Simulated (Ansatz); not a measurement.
Basis-set extrapolation for C$_{7}$H$_{14}$O$_{2}$, SMILES `CCC(C)(C)OC(C)=O` (PBE0-D4/def2-TZVP geometry, frozen core, Ansatz). Multiplicity 1, RHF reference.

|  | def2-TZVPP | def2-QZVPP |
| --- | --- | --- |
| HF | -423.145818 | -423.165166 |
| MP2 correlation | -1.672444 | -1.785340 |
| CCSD(T) correlation | -1.810694 | not run |

Energies in hartree. Use E(X) = E(∞) + A·exp(−7.88·√X) for Hartree–Fock and E(X) = E(∞) + B·X^(−2.97) for correlation, with X = 3 and 4, and add CCSD(T) minus MP2 of the smaller set to the MP2 limit.

Problem. What is the CCSD(T) energy at the basis-set limit?

Solution. HF limit: -423.165166 + (-0.019348) × 0.13774 = -423.16783. MP2 limit: -1.785340 + (-0.112896) × 0.74074 = -1.86897. Higher-order term: -1.810694 − (-1.672444) = -0.13825. Total: -425.17505 hartree, 5.95 eV below CCSD(T)/def2-TZVPP.
